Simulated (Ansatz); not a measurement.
Isolated molecules relaxed with PBE0-D4/def2-TZVP in Ansatz; ΔE leaves out vibrations. CCSD(T)/CBS adds triple-zeta CCSD(T) − MP2 to the extrapolated MP2 energy (def2 sets, frozen cores). This one scheme is used for every species. DFT in def2-TZVPP. B3LYP here is the variant with VWN-RPA as its local correlation; programs differ in this. For Ti outer-core shells are correlated without core-valence functions, which leaves a few kJ/mol of doubt a bond. Scalar relativity is left out up to krypton. Each species was taken in one conformer, which may not be the lowest.

`CC[O][Ti]([F])([F])[F]` → `[OH][Ti]([F])([F])[F]` + ethylene  (alkene loss)

`CC[O][Ti]([F])([F])[F]`:

```xyz
12

C    -1.405    1.086    0.113
C    -0.769   -0.040    0.891
O     0.387   -0.512    0.247
Ti    1.763   -0.915   -0.728
F     3.234   -0.647    0.198
F     1.777    0.108   -2.157
F     1.663   -2.601   -1.214
H    -1.694    0.754   -0.886
H    -2.300    1.435    0.633
H    -0.716    1.927    0.013
H    -1.459   -0.884    0.997
H    -0.481    0.288    1.894
```

`[OH][Ti]([F])([F])[F]`:

Cartesian coordinates in Å:
```
O 0.793 -0.851 0.673
Ti -0.257 0.172 -0.304
F -0.673 -0.678 -1.776
F -1.706 0.566 0.594
F 0.562 1.671 -0.685
H 1.280 -0.880 1.497
```

`C=C`:

Cartesian coordinates in Å:
```
C 0.065 0.379 0.538
C -0.065 -0.379 -0.538
H 0.327 -0.043 1.503
H -0.084 1.452 0.501
H -0.327 0.043 -1.503
H 0.084 -1.453 -0.501
```

```csv
level,ΔE (kJ/mol)
r2SCAN-D4,96.6
PBE0-D4,103.2
B3LYP-D4,86.2
r2SCANh-D4,98.4
PBE-QIDH,104.1
PBE0,96.3
SCS-MP2/def2-TZVPP,87.4
HF/def2-QZVPP,67.6
```

Problem. What does CCSD(T)/CBS give? (An estimate is asked.)

Solution. The calculation gave: +85.7 kJ/mol. The listed levels differ from it by 10.9, 17.5, 0.5, 12.7, 18.4, 10.6, 1.7, -18.1 kJ/mol.

Largest T1 diagnostic among the species: 0.023, so the coupled-cluster value is less sure than usual.

From r2SCAN to r2SCAN0 (25 % exact exchange), in def2-TZVPP and without D4, ΔE moves by +4.5 kJ/mol. In def2-TZVPP, CCSD(T) changes the Hartree–Fock value by +19.4 kJ/mol (the triples alone add +2.7 kJ/mol) and MP2 by +26.7 kJ/mol. Leaving LDA and LC-ωPBE aside and taking each functional with its dispersion term where it has one, the values, not all of them listed here, spread over 26.6 kJ/mol, from BLYP-D4 to PBE-QIDH. LDA lies +41.9 kJ/mol from PBE without D4.
